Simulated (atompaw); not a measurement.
## PBE PAW (atompaw) dataset for platinum (Pt), scalar-relativistic all-electron reference.

```json
{
 "Element": "platinum",
 "Generator": "atompaw 4.2.0.5",
 "Type": "PAW",
 "Functional": "PBE",
 "Relativity": "scalar-relativistic",
 "Frozen core": "[Kr] 4d10 4f14",
 "Valence charge": "18",
 "Reference configuration": "5s2 5p6 5d9 6s1 6p0",
 "Partial waves": "5s (bound): rc 1.35 bohr; 6s (bound): rc 2.00 bohr; 5p (bound): rc 1.65 bohr; 6p (bound, empty): rc 2.20 bohr; 5d (bound): rc 1.60 bohr; 5d channel at 0.25 Ry: rc 2.20 bohr",
 "Local potential": "bessel scheme, radius 1.80 bohr",
 "Core correction": "smooth core density matched at 1.20 bohr",
 "Augmentation charge": "besselshape compensation charge, radius 1.95 bohr; PAW radius 2.20 bohr; waves and projectors: custom rrkj gramschmidtortho"
}
```

All-electron outer shells of the reference configuration (PBE, scalar-relativistic, ld1.x):

```tsv
shell	level (eV)	outermost node (bohr)	outermost maximum (bohr)
4d	-306.83	0.20	0.42
5s	-101.82	0.49	0.87
4f	-70.08	–	0.38
5p	-56.02	0.53	0.98
5d	-6.14	0.57	1.26
6s	-5.66	1.14	2.38
6p	-0.84	1.36	3.69
```

Calculated quality:

| Quantity | Value |
| --- | --- |
| Cutoffs needed | 45 Ry and 80 Ry (the cutoffs (Ry, on a coarse ladder) from which the occupation-weighted sum of valence levels, in a spherical-Bessel basis at the reference potential, stays within 10 and 1 mRy of its value at 400 Ry) |
| Ghost test | no extra level below or beside the all-electron valence levels (s, p, d, f tested) (spherical-Bessel basis up to 400 Ry, 20 bohr box) |
| Lowest eigenvalue of the overlap operator | 0.18 (d channel) |
| Overlap eigenvalues printed by atompaw (projector basis) | 0.0595, 0.218, 0.564, 15.6, 21.8, 297 |
| Share of each valence orbital outside the PAW sphere | 5s 0 %, 6s 73 %, 5p 1 %, 6p 95 %, 5d 20 % |

Generation and tests took about 18 s on one core of a shared server CPU.
